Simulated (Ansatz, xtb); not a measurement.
## Relaxing a trial structure of C2H7AlBCl

The starting geometry of this gas-phase singlet was built from a drawn formula by distance geometry and a force field; its bonds are those of `[BH2][Al]([CH3])[CH2]Cl`.

```xyz
12

C    -1.5045    0.5682    2.0873
C    -0.6361   -0.5628   -1.0653
Al   -2.0110    0.0289    0.2562
B    -4.0303    0.0205   -0.2947
Cl   -0.7047    0.5236   -2.4730
H    -4.3457   -0.2735   -1.3971
H    -4.8593    0.3523    0.5124
H    -1.9718   -0.0924    2.8093
H    -1.8141    1.6573    2.2528
H    -0.3842    0.5325    2.1948
H     0.3450   -0.4931   -0.5919
H    -0.8354   -1.6069   -1.3662
```

Q: Predict what becomes of its bonds when it is optimised with r2SCAN-D4/def2-SVP.

A: A new bond forms, giving a structure with Cl5 bridging Al3 and C2, given below by its coordinates. Contacts that close: Al3–Cl5 (3.07 → 2.53 Å).

The energy falls by 0.53 eV over 20 steps:

| step | E − E(last) (eV) |
| --- | --- |
| 1 | 0.526 |
| 3 | 0.231 |
| 5 | 0.112 |
| 7 | 0.065 |
| 9 | 0.049 |
| 12 | 0.008 |
| 14 | 0.002 |
| 16 | 0.000 |
| 18 | 0.000 |
| 20 | 0.000 |

Final geometry (Å):

| atom | x (Å) | y (Å) | z (Å) |
| --- | --- | --- | --- |
| C | -1.4048 | 0.8043 | 1.9389 |
| C | -0.7242 | -0.9267 | -0.8494 |
| Al | -2.0641 | 0.0223 | 0.2653 |
| B | -4.0813 | -0.0333 | -0.3886 |
| Cl | -0.5230 | 0.7964 | -1.5835 |
| H | -4.5235 | 0.6546 | -1.2843 |
| H | -4.9066 | -0.7736 | 0.1069 |
| H | -1.6150 | 0.1380 | 2.7950 |
| H | -1.8763 | 1.7731 | 2.1745 |
| H | -0.3137 | 0.9642 | 1.9118 |
| H | 0.2696 | -1.1937 | -0.4632 |
| H | -0.9892 | -1.5709 | -1.6985 |

From the same start GFN2-xTB reaches the same bonding as this run.

No frequencies were run, so the end isn't proven a minimum. Run with Ansatz 0.2.0, 39 s on 2 threads of Intel(R) Xeon(R) 6975P-C (Granite Rapids), with other jobs on the host.
